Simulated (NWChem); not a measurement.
System: NaOH; SMILES [OH][Na]

Here is an NWChem input.

```
start job
memory heap 200 mb stack 900 mb global 1100 mb
geometry units angstroms noautosym nocenter noautoz
  Na    -0.066236    -0.954143     0.000000
  O      0.132760     0.964550     0.000000
  H      0.230877     1.910607     0.000000
end
basis spherical
  * library def2-tzvp
end
dft
  xc xpbe96 cpbe96
  iterations 150
end
tddft
  cis
  nroots 6
  notriplet
end
task tddft energy
```

Structure relaxed at the PBE0-D3(BJ)/def2-TZVP level.

Vertical excitations in the gas phase.

Predict the main results of this run. (PBE/def2-TZVP, TDA.) Quantities: basis functions; lowest excitation, singlet (eV); oscillator strength of that lowest state; orbital gap (eV).

The number of basis functions comes out as 69, the lowest excitation, singlet (eV) is 1.81 and the oscillator strength of that lowest state is 0.014. The orbital gap (eV) comes out as 1.82.
